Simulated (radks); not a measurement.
Species: Bi9+. Configuration: [Xe] 4f13 5d7 (not the ground configuration). Method: scalar-relativistic Kohn-Sham, r2SCAN, spin-polarised, spherical densities, finite nucleus; open shells are filled with parallel spins first (spin-orbit coupling, left out, can overturn this in heavy ions); meta-GGA in the generalised Kohn-Sham scheme; Fermi nuclear charge, rms radius 5.5211 fm; computed with a radial shooting solver on a logarithmic mesh with Libxc functionals.

Normalised radial functions P(r) = r R(r), r in bohr:

```
   r/bohr * 5p up (the largest magnitude, 1.21, reaches the edge; | marks zero)
 0.001585                             *
 0.002384                             *
 0.003613                             |*
 0.005434                             |*
 0.008237                             | *
  0.01239                             |   *
  0.01878                             |     *
  0.02824                             |      *
  0.04246                             |      *
  0.06437                             |*
   0.0968                     *       |
   0.1467                    *        |
   0.2207                             |    *
   0.3345                             |              *
    0.503                         *   |
   0.7564  *                          |
    1.147        *                    |
    1.724                        *    |
    2.614                             *
```

5p up: eigenvalue -238.73 eV, 3 radial nodes at r = 0.0682, 0.196, 0.473 bohr, <r> = 0.906 bohr, 90 % of the charge inside 1.29 bohr.
